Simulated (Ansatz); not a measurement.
C₂H₄BrGaO₂, SMILES `C[C](=O)[Ga]([OH])[Br]`. Total charge 0; spin multiplicity 1. The geometry is a stationary point of PBE0-D4/def2-TZVP. It is one conformer, not always the lowest.

```xyz
10

C     0.771   -1.357   -0.578
C     0.523    0.081   -0.919
O     0.951    0.617   -1.902
Ga   -0.609    1.153    0.396
O    -1.191    0.361    1.883
Br   -1.186    3.346    0.084
H     1.245   -1.420    0.407
H     1.396   -1.832   -1.336
H    -0.187   -1.878   -0.489
H    -1.714    0.928    2.455
```

(1) What is the dipole moment at r2SCAN/def2-TZVPP? (An estimate is asked.)

(2) And with PBE, B3LYP, ωB97M-V? (Estimate.)

(3) Give the Mulliken charges with r2SCAN, B3LYP, PBE in def2-TZVPP. (An estimate is asked.)

Answers

(1) Ansatz gave: 2.68 D, with components (-0.08, -2.31, 1.35) D in this frame, pointing from negative to positive charge.

(2) Computed: PBE 2.60 D, B3LYP 2.58 D, ωB97M-V 2.56 D.

(3) Ansatz gave: 
```tsv
atom	r2SCAN	B3LYP	PBE
C1	-0.11	-0.20	-0.18
C2	0.11	0.07	0.05
O3	-0.26	-0.23	-0.18
Ga4	0.54	0.54	0.45
O5	-0.42	-0.40	-0.36
Br6	-0.26	-0.26	-0.25
H7	0.07	0.10	0.10
H8	0.07	0.10	0.10
H9	0.07	0.10	0.10
H10	0.20	0.18	0.18
```

B3LYP here is the variant with VWN-RPA as its local correlation; programs differ in this.
